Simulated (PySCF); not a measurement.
The PySCF input:
```python
from pyscf import gto, scf, dft
from pyscf.prop import polarizability

mol = gto.Mole()
mol.atom = '''
    Ge   -0.58396894    0.70505672    0.16106591
    F     0.94631586    1.68531417   -0.04083281
    N     0.18962800   -0.92124885   -0.10620343
    C    -0.63710276   -2.10837863   -0.04832433
    C     1.57269300   -1.23642880   -0.38219729
    H    -0.60951874   -2.65107333   -0.99928798
    H    -0.29328793   -2.78649709    0.74006454
    H    -1.66982085   -1.82398968    0.16157579
    H     1.98628124   -1.88608751    0.39623518
    H     1.66987084   -1.75058684   -1.34410516
    H     2.14570130   -0.31382160   -0.41454262
'''
mol.basis = '6-31g'
mol.verbose = 3
mol.build()

mf = dft.RKS(mol)
mf.xc = 'pbe'
mf.kernel()
alpha = mf.Polarizability().polarizability()[2, 2]
print('alpha_zz =', alpha)
```

### Question
Estimate the Mulliken (on the basis functions themselves) charges in atom order that PBE/6-31G, polarisability run with PySCF returns for this input.

### Answer
Ge1 0.64, F2 -0.43, N3 -0.63, C4 -0.30, C5 -0.30, H6 0.17, H7 0.17, H8 0.17, H9 0.16, H10 0.16, H11 0.19

### Question
Give the nuclear repulsion energy at the level PBE/6-31G, polarisability.

### Answer
362.5723 Eh

### Question
What HOMO energy does PBE/6-31G, polarisability give?

### Answer
-5.64 eV

### Question
What total energy does PBE/6-31G, polarisability give?

### Answer
-2310.4782 Eh

### Question
Give the number of basis functions at the level PBE/6-31G, polarisability.

### Answer
75

### Question
Estimate the dipole moment that PBE/6-31G, polarisability returns for this input.

### Answer
3.15 D
